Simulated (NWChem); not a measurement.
System: CH₅AlOS; SMILES [CH3][Al]([OH])[SH]

NWChem input:

```
start job
memory heap 200 mb stack 900 mb global 1100 mb
geometry units angstroms
  Al    -0.363144     0.299084    -0.158224
  C     -2.117436    -0.470354    -0.681769
  H     -2.121137    -1.555936    -0.568331
  H     -2.361328    -0.246878    -1.722186
  H     -2.931282    -0.068092    -0.075441
  O      0.030121     1.895187    -0.195298
  H      0.200166     2.825105    -0.237393
  S      1.245074    -1.050063     0.544945
  H      2.080228    -0.033866     0.723869
end
basis spherical
  * library 6-31g*
end
dft
  xc b3lyp
  iterations 150
end
driver
  maxiter 120
end
task dft optimize
task dft freq
```

NWChem printed, in part:

```
             Northwest Computational Chemistry Package (NWChem) 7.3.0
             --------------------------------------------------------

 C1  symmetry detected

                             Geometry "geometry" -> ""
                             -------------------------

 Output coordinates in angstroms (scale by  1.889725989 to convert to a.u.)

  No.       Tag          Charge          X              Y              Z
 ---- ---------------- ---------- -------------- -------------- --------------
    1 Al                  13.0000     0.08425929     0.44250502     0.00000240
    2 C                    6.0000    -1.49719881     1.64361486     0.00025643
    3 H                    1.0000    -2.42660792     1.07128581    -0.00262942
    4 H                    1.0000    -1.50869537     2.29522317    -0.87562416
    5 H                    1.0000    -1.50854295     2.29518316     0.87611243
    6 O                    8.0000     1.65471847     0.92957235    -0.00002808
    7 H                    1.0000     2.53856582     1.26757921    -0.00008655
    8 S                   16.0000    -0.22074254    -1.75020638     0.00004801
    9 H                    1.0000     1.08723548    -1.97680257     0.00011436

 Effective nuclear repulsion energy (a.u.)     195.7868639472

                                Z-matrix (autoz)
                                --------

 Units are Angstrom for bonds and degrees for angles

      Type          Name      I     J     K     L     M      Value
      ----------- --------  ----- ----- ----- ----- ----- ----------
    1 Stretch                  1     2                       1.98587
    2 Stretch                  1     6                       1.64426
    3 Stretch                  1     8                       2.21382
    4 Stretch                  2     3                       1.09150
    5 Stretch                  2     4                       1.09174
    6 Stretch                  2     5                       1.09169
    7 Stretch                  6     7                       0.94627
    8 Stretch                  8     9                       1.32746
    9 Bend                     1     2     3               111.15869
   10 Bend                     1     2     4               111.67108
   11 Bend                     1     2     5               111.67645
   12 Bend                     1     8     9                91.90954
   13 Bend                     2     1     6               125.55258
   14 Bend                     2     1     8               119.29758
   15 Bend                     3     2     4               107.57016
   16 Bend                     3     2     5               107.83206
   17 Bend                     4     2     5               106.69794
   18 Bend                     6     1     8               115.14984
   19 Bend                     7     1     2               124.20219
   20 Bend                     7     1     8               116.50023
   21 Torsion                  1     2     6     7         179.99457
   22 Torsion                  2     1     8     9        -179.98811
   23 Torsion                  3     2     1     6         179.83866
   24 Torsion                  3     2     1     8          -0.17074
   25 Torsion                  4     2     1     6          59.69880
   26 Torsion                  4     2     1     8        -120.31060
   27 Torsion                  5     2     1     6         -59.68436
   28 Torsion                  5     2     1     8         120.30624
   29 Torsion                  6     1     8     9           0.00344
   30 Torsion                  1     8     6     7        -179.99567

                           NWChem Geometry Optimization
                           ----------------------------

 maximum gradient threshold         (gmax) =   0.000450
 rms gradient threshold             (grms) =   0.000300
 maximum cartesian step threshold   (xmax) =   0.001800
 rms cartesian step threshold       (xrms) =   0.001200
 fixed trust radius                (trust) =   0.300000
 source of zmatrix                         =   autoz

          -------------------
          Energy Minimization
          -------------------

 Using diagonal initial Hessian
 Scaling for Hessian diagonals: bonds = 1.00  angles = 0.25  torsions = 0.10

          --------
          Step   0

                                 NWChem DFT Module
                                 -----------------

 Summary of "ao basis" -> "ao basis" (spherical)
 ------------------------------------------------------------------------------
       Tag                 Description            Shells   Functions and Types
 ---------------- ------------------------------  ------  ---------------------
 Al                          6-31g*                  8       18   4s3p1d
 C                           6-31g*                  6       14   3s2p1d
 H                           6-31g*                  2        2   2s
 O                           6-31g*                  6       14   3s2p1d
 S                           6-31g*                  8       18   4s3p1d

            General Information
            -------------------
          SCF calculation type: DFT
          Wavefunction type:  closed shell.
          No. of atoms     :     9
          No. of electrons :    48
           Alpha electrons :    24
            Beta electrons :    24
          Charge           :     0
          Spin multiplicity:     1
          Use of symmetry is: off; symmetry adaption is: off
          Maximum number of iterations: 150
          AO basis - number of functions:    74
                     number of shells:    38
          Convergence on energy requested:  1.00D-06
          Convergence on density requested:  1.00D-05
          Convergence on gradient requested:  5.00D-04

[...]

      ----------------------
      Optimization converged
      ----------------------

  Step       Energy      Delta E   Gmax     Grms     Xrms     Xmax
  ---- ---------------- -------- -------- -------- -------- --------
@   12    -757.05973156 -1.3D-07  0.00004  0.00001  0.00070  0.00167
                                     ok       ok       ok       ok

                                Z-matrix (autoz)
                                --------

 Units are Angstrom for bonds and degrees for angles

[...]

 Rotational Constants
 --------------------
 A=   0.184797 cm-1  (  0.265875 K)
 B=   0.099110 cm-1  (  0.142594 K)
 C=   0.065296 cm-1  (  0.093945 K)

 Temperature                      =   298.15K
 frequency scaling parameter      =   1.0000

 Zero-Point correction to Energy  =   36.991 kcal/mol  (  0.058949 au)
 Thermal correction to Energy     =   41.577 kcal/mol  (  0.066257 au)
 Thermal correction to Enthalpy   =   42.169 kcal/mol  (  0.067201 au)

 Total Entropy                    =   84.319 cal/mol-K
   - Translational                =   39.451 cal/mol-K (mol. weight =  91.9876)
   - Rotational                   =   26.691 cal/mol-K (symmetry #  =        1)
   - Vibrational                  =   18.176 cal/mol-K

 Cv (constant volume heat capacity) =   23.567 cal/mol-K
   - Translational                  =    2.979 cal/mol-K
   - Rotational                     =    2.979 cal/mol-K
   - Vibrational                    =   17.608 cal/mol-K

[normal modes left out]

 ----------------------------------------------------------------------------
 Normal Eigenvalue ||           Projected Infra Red Intensities
  Mode   [cm**-1]  || [atomic units] [(debye/angs)**2] [(KM/mol)] [arbitrary]
 ------ ---------- || -------------- ----------------- ---------- -----------
    1       -0.000 ||    0.000453           0.010         0.441       0.142
    2        0.000 ||    0.000231           0.005         0.225       0.072
    3        0.000 ||    0.001273           0.029         1.241       0.399
    4        0.000 ||    0.000040           0.001         0.039       0.012
    5        0.000 ||    0.000850           0.020         0.829       0.267
    6        0.000 ||    0.000542           0.013         0.528       0.170
    7       34.866 ||    0.000044           0.001         0.043       0.014
    8      146.427 ||    0.004336           0.100         4.227       1.360
    9      198.247 ||    0.013914           0.321        13.564       4.364
   10      204.652 ||    0.005858           0.135         5.710       1.837
   11      273.894 ||    0.092745           2.140        90.412      29.086
   12      314.546 ||    0.075894           1.751        73.986      23.802
   13      440.058 ||    0.025458           0.587        24.817       7.984
   14      603.071 ||    0.138439           3.194       134.957      43.417
   15      627.832 ||    0.031208           0.720        30.423       9.787
   16      681.321 ||    0.059227           1.366        57.737      18.574
   17      694.767 ||    0.047762           1.102        46.561      14.979
   18      741.039 ||    0.132828           3.064       129.487      41.657
   19      875.973 ||    0.125335           2.892       122.183      39.307
   20     1283.833 ||    0.015299           0.353        14.915       4.798
   21     1491.404 ||    0.001323           0.031         1.290       0.415
   22     1492.994 ||    0.001883           0.043         1.836       0.591
   23     2676.495 ||    0.004518           0.104         4.404       1.417
   24     3039.732 ||    0.004683           0.108         4.566       1.469
   25     3108.137 ||    0.010218           0.236         9.961       3.205
   26     3121.585 ||    0.009220           0.213         8.988       2.891
   27     3836.884 ||    0.057341           1.323        55.899      17.983
 ----------------------------------------------------------------------------
```

Level: B3LYP/6-31G* (spherical d).
